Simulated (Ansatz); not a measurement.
One geometry of Sn4H2, several levels of theory.

```yaml
crystal:
  periodic: [false, false, false]
  atoms:
    - {symbol: Sn, position_ang: [-1.474975, -1.190538, 0.549472]}
    - {symbol: Sn, position_ang: [1.081890, -1.700410, -0.790854]}
    - {symbol: Sn, position_ang: [-1.436792, 1.458565, -0.706441]}
    - {symbol: Sn, position_ang: [1.060868, 0.837341, 0.348962]}
    - {symbol: H, position_ang: [1.656412, 1.269071, 1.907467]}
    - {symbol: H, position_ang: [-0.887403, -0.674019, -1.308615]}
basis:
  gaussian: {orbitals: def2-TZVP, initial_orbitals: start.molden}
hamiltonian: {xc: {name: PBE-QIDH}}
scf: {omitted_lower_state_checks: [starts]}
```

The file start.molden holds the orbitals of an earlier run on this structure, at another level or in another basis.

```sh
$ ansatz run in.yaml --threads 4 --pin off --events-out ev --progress --plain --max-ram 4787MiB
```

It prints (some lines left out):

```
Functional definition: PBE-QIDH
2025 factors; integrals over basis functions are off by at most 7.4e-4 eV
mean field evaluation 1: about -23325.8089 eV, gradient 1.2e1 eV
mean field evaluation 2: about -23326.1610 eV, gradient 3.5e-1 eV
mean field evaluation 4: about -23326.3371 eV, gradient 5.4e-3 eV
mean field evaluation 8: about -23326.3371 eV, gradient 1.6e-6 eV
mean field -23326.33707556 eV, -857.2270763677 hartree, gradient 2.1e-6 eV, S^2 0.000000; 0 other end points of the search recorded, 0 dependent functions left out
16 core orbitals not correlated: weight in the atoms' cores, before any rotation towards them, 1.000 or more for the frozen orbitals, at most 0.000 for the correlated occupied ones
reference -23326.33708941 eV, -857.2270768767 hartree; 29, 29 occupied and 167, 167 virtual orbitals, 2025 factors
second order -39.06522945 eV of doubles, -0.00000000 eV of singles
Total energy: -23339.35883256 eV, -857.7056171110 hartree
Checks for a lower state left out: starts
```

Run time 9.5 s (4 threads of Arm Neoverse V1 on a shared host), peak host memory 0.77 GiB.

First input, but with `gaussian: {orbitals: def2-SVP, initial_orbitals: start.molden}`, `hamiltonian: {xc: pbe0, dispersion: d4}`, `output: {orbitals: {seedname: orbitals}}` (abridged; 2.5 s):

```
Functional definition: PBE0
mean field -23360.39325989 eV, -858.4786180576 hartree, gradient 1.9e-5 eV, S^2 0.000000
Total energy: -23360.69338036 eV, -858.4896472817 hartree
Checks for a lower state left out: starts
```

First input, but with `gaussian: {orbitals: def2-SVP, initial_orbitals: start.molden}`, `hamiltonian: {xc: pbe, dispersion: d4}`, `output: {orbitals: {seedname: orbitals}}` (abridged; 1.3 s):

```
Functional definition: PBE
mean field -23359.69448872 eV, -858.4529386909 hartree, gradient 1.9e-5 eV, S^2 0.000000
Total energy: -23360.04318569 eV, -858.4657530683 hartree
Checks for a lower state left out: starts
```

First input, but with `hamiltonian: {xc: hse06, dispersion: d4}`, `output: {orbitals: {seedname: orbitals}}` (abridged; 5.5 s):

```
Functional definition: HSE06
mean field -23360.95539890 eV, -858.4992762854 hartree, gradient 1.9e-5 eV, S^2 0.000000
Total energy: -23361.25086847 eV, -858.5101345918 hartree
Checks for a lower state left out: starts
```

As the first input, with `correlation: {method: mp2}`, `output: {orbitals: {seedname: orbitals}}` and without the key `hamiltonian` (abridged; 5.5 s):

```
Functional definition: HF
mean field -23254.98616748 eV, -854.6049788591 hartree, gradient 6.2e-6 eV, S^2 0.000000
16 core orbitals not correlated: weight in the atoms' cores, before any rotation towards them, 1.000 or more for the frozen orbitals, at most 0.000 for the correlated occupied ones
second order -34.79153359 eV of doubles, -0.00000000 eV of singles
Total energy: -23289.77770107 eV, -855.8835441359 hartree
Checks for a lower state left out: starts
```

The first input with `hamiltonian: {xc: r2scan, dispersion: d4}`, `output: {orbitals: {seedname: orbitals}}` (abridged; 6 s):

```
Functional definition: r2SCAN
mean field -23369.17262455 eV, -858.8012537581 hartree, gradient 1.7e-5 eV, S^2 0.000000
Total energy: -23369.23560821 eV, -858.8035683648 hartree
Checks for a lower state left out: starts
```

The first input with `hamiltonian: {xc: lda}`, `output: {orbitals: {seedname: orbitals}}` (abridged; 1.5 s):

```
Functional definition: SPW92
mean field -23324.35879931 eV, -857.1543760564 hartree, gradient 4.1e-5 eV, S^2 0.000000
Total energy: -23324.35884182 eV, -857.1543776186 hartree
Checks for a lower state left out: starts
```

Geometry: PBE0-D4/def2-SVP.

In the def2 sets Sn takes a core potential; there is no spin–orbit coupling. HSE06 is defined as in plane-wave codes, on full-range PBE exchange. Correlated methods freeze 16 core orbitals; core or outer-core shells of Sn are correlated, in sets that lack core-valence functions. Another isomer (singlet) lies 0.08 eV lower at PBE0-D4/def2-TZVP; other spin states weren't run for this one.
